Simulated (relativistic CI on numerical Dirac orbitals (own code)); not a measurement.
Fe4+: L2,3 absorption edge

Computed with this model: Dirac-Coulomb-Breit CI, KLI orbitals optimised for each configuration, model QED (radiative potential, 1s self-energy scaled to tabulated hydrogen-like ionisation energies), multiplet model of core-to-valence dipole absorption, unscaled Slater integrals; configurations [Ar] 3d4 → [He] 2s2 2p5 3s2 3p6 3d5; 300 K; Lorentzian 0.6 eV and Gaussian 0.3 eV FWHM. Energies are those of the free ion, without screening or charge transfer. The branching ratio is the share of the lower-energy edge in the whole absorption, uncertain by about 0.02 where the edges overlap. S is read from ⟨S²⟩ = S(S + 1).

Field parameters in Wybourne normalisation: Td as Oh with Dq negative (B⁴₀ = 21Dq, B⁴₄ = √(5/14) B⁴₀). The field is a parameter set, without covalency.

Peaks in eV (height, largest 100): 711.1 (8), 712.5 (16), 713.6 (23), 715.8 (100), 717.0 (97), 719.5 (55), 723.9 (32), 725.3 (28), 726.5 (25), 727.3 (20), 729.7 (34), 730.3 (37), 732.9 (12).

(1) Which surroundings give this spectrum?
A. Td, 10Dq = -13400 cm⁻¹
B. Td, 10Dq = -2200 cm⁻¹
C. Td, 10Dq = -7800 cm⁻¹
D. Td, 10Dq = -5000 cm⁻¹

Answers

(1) A. Td, 10Dq = -13400 cm⁻¹, where the ground state has S = 2.00.
